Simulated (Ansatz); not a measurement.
System: sum formula SiNHCl3, charge 0, multiplicity 2. It need not be the lowest isomer of its formula. SMILES: Cl[Si](Cl)([NH])Cl
Geometry from a B3LYP-D3(BJ)/def2-TZVP (Ansatz, an electronic-structure program) optimisation:
```xyz
6

N      1.7873    -0.1058    -0.9135
Si     0.2448    -0.0184    -0.1325
Cl     0.3378    -0.9796     1.6693
Cl    -0.2734     1.9409     0.1352
Cl    -1.1508    -0.9225    -1.2977
H      2.5306     0.3373    -0.3661
```
Charge 0, spin multiplicity 2.

Atomisation energy built up term by term with Ansatz (kcal/mol; UHF references for open shells; valence terms freeze the core; atomic spin-orbit terms are left out). CBS marks a two-point X^-3 extrapolation of the correlation energy; Hartree-Fock from the larger set.

```json
[
 {"term": "Hartree-Fock", "basis": "cc-pV(Q+d)Z", "kcal/mol": "(withheld)"},
 {"term": "CCSD correlation", "basis": "CBS(cc-pV(T+d)Z,cc-pV(Q+d)Z)", "kcal/mol": "126.54"},
 {"term": "(T)", "basis": "CBS(cc-pV(T+d)Z,cc-pV(Q+d)Z)", "kcal/mol": "(withheld)"},
 {"term": "core correlation", "basis": "cc-pwCVTZ", "kcal/mol": "0.73"},
 {"term": "scalar relativity (X2C)", "basis": "cc-pVTZ-DK against cc-pVTZ", "kcal/mol": "-1.58"},
 {"term": "sum: De", "basis": "", "kcal/mol": "(withheld)"}
]
```

Problem. Some entries are withheld; supply them.

Solution. 
- Hartree-Fock, kcal/mol: 314.21
- (T), kcal/mol: 12.40
- sum: De, kcal/mol: 452.3
